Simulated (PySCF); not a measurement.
Compound: GeH3PH2, GeH5P.
Bonds: P1–Ge2. Hydrogens: H3, H4 on P1; H5, H6, H7 on Ge2.

Method: PBE0-D3(BJ)/def2-SVP geometry optimisation, gas phase in PySCF; density fitting, grid level 1; the optimiser is geomeTRIC in internal coordinates, started from a GFN2-xTB structure with every atom displaced at random (about 0.01 Å).

Step 0: E = -65867.4861 eV
```
atom  x, y, z in Å  |  force x, y, z in eV/Å
P1      1.4536   -0.0631    0.8105   -0.545   0.867   1.156
Ge2    -0.6382    0.2315   -0.1365    0.238   0.085   0.136
H3      2.0556    0.6389   -0.2288    0.476   0.497  -0.574
H4      1.6653   -1.2667    0.1920    0.180  -1.304  -0.598
H5     -1.6504   -0.6428    0.5289   -0.489  -0.584   0.511
H6     -1.1219    1.6478    0.0360   -0.017   0.645   0.177
H7     -0.7255   -0.0649   -1.6033    0.158  -0.206  -0.809
```

Step 1: E = -65867.6045 eV
```
atom  x, y, z in Å  |  force x, y, z in eV/Å
P1      1.4333   -0.0429    0.8189    0.125  -0.213  -0.312
Ge2    -0.6699    0.2302   -0.1395   -0.231   0.005  -0.154
H3      2.0813    0.6918   -0.2364   -0.075  -0.108   0.161
H4      1.6570   -1.3175    0.1710   -0.046   0.309   0.165
H5     -1.6911   -0.6908    0.5868    0.194   0.152  -0.113
H6     -1.0943    1.7098    0.0604    0.048  -0.205  -0.027
H7     -0.6779   -0.0997   -1.6625   -0.015   0.059   0.280
```

Problem. Estimate the geometry and energy of step 2. (The exact step hangs on the optimiser's Hessian estimate; all steps are aligned on step 1, rigid shifts and turns removed.)

Solution. E = -65867.6155 eV, largest force 0.073 eV/Å
```
atom  x, y, z in Å  |  force x, y, z in eV/Å
P1      1.4311   -0.0456    0.8139    0.000  -0.042  -0.060
Ge2    -0.6718    0.2318   -0.1457   -0.012   0.006  -0.021
H3      2.0851    0.6830   -0.2291    0.005  -0.006   0.026
H4      1.6546   -1.3075    0.1744   -0.008   0.046   0.036
H5     -1.6742   -0.6831    0.5798    0.013  -0.008   0.012
H6     -1.0969    1.6971    0.0568    0.001   0.004   0.004
H7     -0.6895   -0.0948   -1.6514    0.001   0.000   0.003
```

The energy changes by -0.0110 eV. The first-order estimate −F·Δx gives -0.0202 eV and the mean of the old and new forces, exact on a quadratic surface, -0.0108 eV. The step makes an angle of 41° with the force vector and moves no atom by more than 0.020 Å.

What follows is the cost of the whole optimisation. The run took 14 s of wall time on Arm Neoverse N1, one thread, on a shared host, and the process peaked at 0.32 GiB of memory.
